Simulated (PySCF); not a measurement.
## Excited states of `FB(F)c1ccc2c(c1)C=C2`, C₈H₅BF₂

Computed with TDA PBE/pcseg-1 excited states, vertical, IEF-PCM dichloromethane (non-equilibrium response) (PySCF 2.14.0). Geometry: GFN2-xTB.

Input:
```
{"job": {"kind": "states", "xc": "PBE", "basis": "pcseg-1", "tda": true, "soc": true, "nstates": 5, "ntriplets": 6, "nquad": 4, "solvent": "dichloromethane"}, "charge": 0, "multiplicity": 1}
F      3.264144    -1.759563    -0.216964
B      2.826532    -0.572815     0.170794
F      3.785080     0.229587     0.605909
C      1.335908    -0.160389     0.121388
C      0.948528     1.099646     0.543889
C     -0.395946     1.548766     0.529413
C     -1.295844     0.650204     0.068168
C     -0.920726    -0.653835    -0.373229
C      0.352135    -1.091911    -0.365470
C     -2.373651    -0.919621    -0.672944
C     -2.723158     0.308493    -0.256659
H      1.712229     1.774211     0.902794
H     -0.645751     2.542259     0.869154
H      0.665836    -2.070460    -0.693321
H     -2.898845    -1.767989    -1.066083
H     -3.644070     0.852363    -0.178251
```
Coordinates are in Å.

Command: `OMP_NUM_THREADS=1 python excited_run.py task.json out`

Problem. Show the output.

Solution. H and L stand for HOMO and LUMO.
```
coarse grid: 15048 points
cycle   1  E = -531.5320672931  dE =  1.685e+00  |g| = 6.357e-01  |ddm| = 5.190e+00
cycle   2  E = -531.4287192470  dE =  1.033e-01  |g| = 9.967e-01  |ddm| = 1.479e+00
cycle   3  E = -531.6184949084  dE = -1.898e-01  |g| = 1.152e-01  |ddm| = 8.864e-01
cycle   4  E = -531.6211906591  dE = -2.696e-03  |g| = 4.540e-02  |ddm| = 1.605e-01
cycle   5  E = -531.6216172155  dE = -4.266e-04  |g| = 2.355e-02  |ddm| = 7.441e-02
cycle   6  E = -531.6217597229  dE = -1.425e-04  |g| = 6.046e-03  |ddm| = 2.999e-02
cycle   7  E = -531.6217684213  dE = -8.698e-06  |g| = 1.846e-03  |ddm| = 7.616e-03
final grid: 150944 points
cycle   8  E = -531.7220517350  dE = -6.843e-05  |g| = 1.151e-02  |ddm| = 8.482e-02
cycle   9  E = -531.7220176839  dE =  3.405e-05  |g| = 1.601e-02  |ddm| = 3.530e-02
cycle  10  E = -531.7220887471  dE = -7.106e-05  |g| = 2.782e-03  |ddm| = 2.159e-02
cycle  11  E = -531.7220905251  dE = -1.778e-06  |g| = 8.151e-04  |ddm| = 3.656e-03
cycle  12  E = -531.7220907086  dE = -1.835e-07  |g| = 2.381e-04  |ddm| = 1.251e-03
cycle  13  E = -531.7220907222  dE = -1.367e-08  |g| = 6.352e-05  |ddm| = 2.856e-04
cycle  14  E = -531.7220907230  dE = -7.610e-10  |g| = 2.952e-05  |ddm| = 9.006e-05
converged SCF energy = -531.7220907230

Singlet excitations
state   eV       nm        f     d(h-e)  d(exc)  Lambda  PR(NTO)  |dmu|/D   mu/D   main configurations
  1   2.8304   438.0   0.00997   0.138   3.265   0.823   1.053    0.218    4.138   H->L 0.97
  2   4.0521   306.0   0.00484   0.416   3.177   0.717   1.878    1.014    3.380   H-1->L 0.58, H->L+1 0.34
  3   4.6308   267.7   0.11502   0.830   4.013   0.777   1.705    1.969    5.997   H->L+2 0.45, H->L+1 0.26, H-4->L 0.21
  4   5.0087   247.5   0.00012   0.413   3.183   0.493   1.003    1.085    3.121   H-2->L 0.87, H-3->L 0.13
  5   5.1146   242.4   0.00125   1.127   3.539   0.532   1.007                     H-3->L 0.86, H-2->L 0.13

Triplet excitations (Tamm-Dancoff)
state   eV     d(h-e)  d(exc)  Lambda  PR(NTO)   main configurations
  1   1.8054   0.090   3.042   0.827   1.021   H->L 0.98
  2   3.4937   0.214   3.079   0.728   2.004   H->L+1 0.51, H-1->L 0.47
  3   3.6521   0.399   3.130   0.729   1.970   H-1->L 0.48, H->L+1 0.42
  4   4.1661   0.541   2.836   0.775   1.438   H->L+2 0.78, H-4->L 0.12
  5   4.7808   0.115   3.714   0.815   1.468   H-4->L 0.80, H->L+2 0.16
  6   4.7980   0.840   3.367   0.497   1.005   H-2->L 0.81, H-3->L 0.18
S1 - T1 = 1.0249 eV

Spin-orbit couplings |<S|Hso|T>| (cm-1)
             T1       T2       T3       T4       T5       T6
S0        0.078    0.019    0.008    0.027    0.407    6.986
S1        0.003    0.043    0.019    0.022    0.171    3.349
S2        0.011    0.012    0.014    0.022    0.152    2.929
S3        0.003    0.018    0.016    0.023    0.086    1.527
S4        1.944    0.988    0.849    1.726    4.414   10.453
S5        5.220    2.950    1.915    2.119    3.945    9.658
T1 sublevels (cm-1): 0.000 0.001 0.001   radiative rates (1/s): 0.000291 1.88e-05 1.66e-05
```

It took 23 s wall time on 1 thread of an Arm Neoverse V2, shared host, peak memory 0.73 GiB.
